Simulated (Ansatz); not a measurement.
Geometry optimisation, UKS PBE-D4/def2-SVP (Ansatz).

input.yaml

```yaml
crystal:
  periodic: [false, false, false]
  atoms:
    - { symbol: B, position_ang: [-0.6541, -0.787, 0.1548] }
    - { symbol: H, position_ang: [-0.0009, -1.6372, -0.9208] }
    - { symbol: O, position_ang: [-0.8199, -1.4014, 1.3516] }
    - { symbol: O, position_ang: [-1.634, -0.0592, -0.4379] }
    - { symbol: H, position_ang: [0.6953, -0.9484, -0.8291] }
    - { symbol: O, position_ang: [0.9133, -0.0179, 0.0264] }
    - { symbol: C, position_ang: [0.9705, 1.3572, -0.2556] }
    - { symbol: H, position_ang: [-0.0187, -1.6776, 1.7912] }
    - { symbol: H, position_ang: [-2.4239, 0.0191, 0.0974] }
    - { symbol: H, position_ang: [0.218, 1.6317, -1.0012] }
    - { symbol: H, position_ang: [0.7867, 1.93, 0.6574] }
    - { symbol: H, position_ang: [1.9677, 1.5908, -0.6342] }
magnetization:
  spin_polarized: true
basis:
  gaussian: { orbitals: def2-SVP }
hamiltonian:
  xc: pbe
  dispersion: d4
relax:
  f_tol: 0.15
  max_steps: 25
  restrain:
    - { distance: [0, 5], at: 1.5, k: 30.0 }
    - { distance: [4, 1], at: 0.62, k: 30.0 }
    - { distance: [0, 1], at: 2.45, k: 30.0 }
    - { distance: [4, 5], at: 2.27, k: 30.0 }
output:
  orbitals: {}
```

Run as:

```bash
$ ansatz run input.yaml --threads 4 --pin off --max-ram 5120MiB --backend cpu --events-out ev --progress --plain --runs-dir out
```

**Question.** Where does it end, and by what steps?

**Answer.** The run converged. The restraints hold the end off the free minimum. After 7 steps the energy has fallen by 1.917 eV (the restraints' own energy left out); O6 moved furthest, 0.60 Å. Joined: H2–H5 (0.98 → 0.71 Å).

```json
{"step": "0", "energy less start (eV)": "0.0000", "largest force component (eV/Å)": "2.260", "accepted": "yes"}
{"step": "1", "energy less start (eV)": "-0.2824", "largest force component (eV/Å)": "3.205", "accepted": "yes"}
{"step": "2", "energy less start (eV)": "-0.7893", "largest force component (eV/Å)": "3.355", "accepted": "yes"}
{"step": "3", "energy less start (eV)": "-1.4508", "largest force component (eV/Å)": "3.117", "accepted": "yes"}
{"step": "4", "energy less start (eV)": "-1.8734", "largest force component (eV/Å)": "1.430", "accepted": "yes"}
{"step": "5", "energy less start (eV)": "-1.9068", "largest force component (eV/Å)": "1.632", "accepted": "yes"}
{"step": "6", "energy less start (eV)": "-1.8841", "largest force component (eV/Å)": "2.195", "accepted": "yes"}
{"step": "7", "energy less start (eV)": "-1.9165", "largest force component (eV/Å)": "1.974", "accepted": "yes"}
```

```xyz
12
Properties=species:S:1:pos:R:3
B -0.613 -0.370 0.541
H 0.157 -1.717 -1.365
O -0.845 -1.480 1.310
O -1.613 0.212 -0.190
H 0.713 -1.359 -1.116
O 0.708 0.201 0.544
C 0.935 1.386 -0.201
H -0.019 -1.747 1.752
H -2.450 -0.271 -0.074
H 0.182 1.531 -1.005
H 0.900 2.276 0.468
H 1.944 1.338 -0.665
```

The run took 24 s on 4 threads of Arm Neoverse N1, with other jobs on the host, peak memory 0.17 GiB.
